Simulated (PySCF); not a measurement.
## State search for TiC

Unrestricted PBE0; PySCF, no relativity, basis sets Ti def2-TZVPPD, C def2-TZVPPD. Outer shells of the fragments: Ti 3d2 4s2; C 2s2 2p2.

Followed along the bond (rough minima from three points):

```
2Ms+1        unpaired  ⟨S²⟩ at the start  R at minimum (Å)  Te (eV)
    5  σ ↑↑, π ↑, δ ↑               6.19              1.81     0.00
    5  σ ↑↑, π ↑, δ ↑               6.19              1.81     0.01
    5  σ ↑, π ↑↑, δ ↑               6.05              1.90     0.12
    1        σ ↓, δ ↑               2.02              1.71     0.14
    1        π ↓, δ ↑               2.53              1.89     0.28
    1  σ ↑, π ↓↓, δ ↑               2.32              1.97     0.30
```

Solutions found at the starting distance of 1.975 Å, counted from the lowest of them; the search is not exhaustive and high or unbound solutions are not listed, so other states can lie among these:

```
2Ms+1          unpaired   term  E (eV)   ⟨S²⟩  ⟨Lz²⟩  μ (D)
    5    σ ↑, π ↑↑, δ ↑     ⁵Δ    0.00   6.05   4.00  -4.46
    5    σ ↑↑, π ↑, δ ↑  mixed    0.08   6.19   5.18  -4.13
    5    σ ↑↑, π ↑, δ ↑  mixed    0.10   6.19   5.23  -3.98
    1    σ ↑, π ↓↓, δ ↑  mixed    0.12   2.32   4.00  -3.32
    1          π ↓, δ ↑  mixed    0.12   2.53   4.96  -3.03
    1          σ ↓, δ ↑  mixed    0.39   2.02   4.00  -6.88
    7  σ ↑↑, π ↑↑, δ ↑↑    ⁷Σ⁺    0.44  12.00   0.00  -2.83
    3    σ ↓, π ↑↑, δ ↑  mixed    0.47   3.16   4.00  -3.37
    3          π ↑, δ ↑  mixed    0.49   2.71   5.19  -3.52
    7  σ ↑↑, π ↑↑↑, δ ↑  mixed    0.55  12.00   4.93  -2.19
```

A term symbol is given only where ⟨S²⟩ and ⟨Lz²⟩ are close to those of a pure state; real π, δ and φ orbitals otherwise mix terms. A positive dipole means Ti(−)C(+).

The state is the lowest single determinant that the PBE0 search found; with open d or f shells the true ground state can be another one.
